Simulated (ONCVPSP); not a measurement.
**u(r) = r·R(r): atom against pseudo-atom (K)**

Columns: radius, all-electron u(r) and pseudo u(r) of the 3s shell (level -36.77 eV) of potassium in the configuration [Ne] 3s2 3p6 4p1; PBEsol, scalar-relativistic, ONCV scheme, ONCVPSP 4.0.1.

```
r (bohr)  all-electron  pseudo
   0.130       -0.1296  0.1540
   0.260       -0.4994  0.3062
   0.390       -0.2861  0.4532
   0.520        0.1258  0.5900
   0.650        0.5043  0.7097
   0.780        0.7721  0.8050
   0.910        0.9236  0.8697
   1.040        0.9799  0.9002
   1.170        0.9688  0.8966
   1.300        0.9148  0.8628
   1.430        0.8370  0.8052
   1.560        0.7484  0.7319
   1.690        0.6579  0.6506
   1.820        0.5707  0.5681
   1.950        0.4900  0.4893
   2.080        0.4172  0.4171
   2.210        0.3529  0.3528
   2.340        0.2968  0.2967
   2.470        0.2484  0.2484
   2.600        0.2072  0.2072
   2.730        0.1723  0.1723
   2.860        0.1429  0.1429
   2.990        0.1182  0.1182
   3.120        0.0976  0.0976
   3.250        0.0804  0.0804
   3.380        0.0662  0.0662
```

**Question.** How many radial nodes do the two functions have?

**Answer.** The all-electron 3s function has n − l − 1 = 2 (the table is too coarse to show those close to the nucleus); the pseudo-wave has 0, since the states of the same l below it are removed with the core.

**Question.** At about which radius was the pseudo-wave matched?

**Answer.** 2.28 bohr. The columns agree to 0.0005 from 2.08 bohr on; several derivatives are matched, so the curves merge somewhat inside the radius.

**Question.** Where does each function peak?

**Answer.** Outermost all-electron maximum near 1.04 bohr, pseudo maximum near 1.04 bohr (to the table’s step).

**Question.** Is the pseudo-wave norm-conserving?

**Answer.** Yes: the ONCV scheme keeps the norm inside the radius equal to the all-electron one, which fixes the energy derivative of the logarithmic derivative at the level.
